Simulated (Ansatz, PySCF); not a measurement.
C2H5S, SMILES CC[S], multiplicity 2. Atoms are numbered in the order given.

```xyz
8

C     -0.3547     1.5905     0.0000
C      0.6201     0.4307     0.0000
S     -0.1193    -1.1969     0.0000
H     -0.9969     1.5583     0.8817
H      0.1808     2.5444     0.0000
H     -0.9969     1.5583    -0.8817
H      1.2879     0.4628     0.8693
H      1.2879     0.4628    -0.8693
```
Charge 0, spin multiplicity 2.

Geometry: PBE0-D3(BJ)/def2-TZVP. The isomer is the one that the SMILES or the coordinates give; other isomers of the formula were not compared.

Two levels are set side by side: PBE-D3(BJ)/def2-TZVP (Ansatz, an electronic-structure program) and PBE0-D3(BJ)/def2-TZVP (Ansatz). Each level has its own optimised geometry; the coordinates shown are those of the second. Frequencies come from the Hessian of PySCF at each geometry. Differences are taken from unrounded values.

| quantity | PBE0-D3(BJ) | PBE-D3(BJ) | PBE-D3(BJ) minus PBE0-D3(BJ) |
|---|---|---|---|
| mean bond length (Å) | 1.253 | 1.261 | 0.008 |
| bond C1–C2 (Å) | 1.515 | 1.524 | 0.008 |
| bond C2–S3 (Å) | 1.788 | 1.798 | 0.010 |
| bond C1–H4 (Å) | 1.091 | 1.098 | 0.007 |
| bond C1–H5 (Å) | 1.094 | 1.101 | 0.007 |
| bond C1–H6 (Å) | 1.091 | 1.098 | 0.007 |
| bond C2–H7 (Å) | 1.097 | 1.105 | 0.009 |
| bond C2–H8 (Å) | 1.097 | 1.105 | 0.009 |
| highest harmonic wavenumber (cm⁻¹) | 3141 | 3059 | -83 |
| mean harmonic wavenumber (cm⁻¹) | 1577 | 1527 | -50 |
| zero-point energy (kcal/mol) | 40.58 | 39.29 | -1.30 |

GGA bonds tend to be longer and softer than those of functionals with exact exchange. Differences between two approximate levels are no errors against the true value.
